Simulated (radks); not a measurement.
The numbers below are computed, except where a source is named.
Task: These are the eigenvalues of the occupied orbitals of an atom or ion with whole-number occupations (hartree). Level of theory: scalar-relativistic Kohn-Sham, LDA (Slater exchange, Perdew-Wang correlation), spin-polarised, spherical densities, finite nucleus; Fermi nuclear charge, rms radius of each element as measured or else 0.836 A^(1/3) + 0.57 fm (a radial shooting solver on a logarithmic mesh with Libxc functionals).

orbital  eigenvalue
1s down   -1654.617
1s up     -1654.617
2s up     -270.6835
2s down   -270.6822
2p up     -242.0644
2p down   -242.0634
3s up     -60.59433
3s down   -60.55318
3p up     -51.60496
3p down   -51.56420
3d up     -39.23791
3d down   -39.20588
4s up     -13.61012
4s down   -13.51279
4p up     -10.64339
4p down   -10.54682
4d up      -6.44509
4d down    -6.35044
5s up      -3.15711
5s down    -3.10861
5p up      -2.36732
5p down    -2.32994
4f up      -1.91978

Which element is it, and in what charge state? The configuration may be excited. Open shells, if any, are filled with parallel spins first.

Result: Z = 61, promethium, charge +4: Pm4+ in [Xe] 4f3. The list shows which subshells hold electrons but not how many an open one holds; the 1s level, -1654.6 hartree, gives Z - s = 57.5 by -(Z - s)^2/2, which with screening and relativity narrows Z to a few neighbours, and the depths of the outer levels then fix element, charge and occupations together.
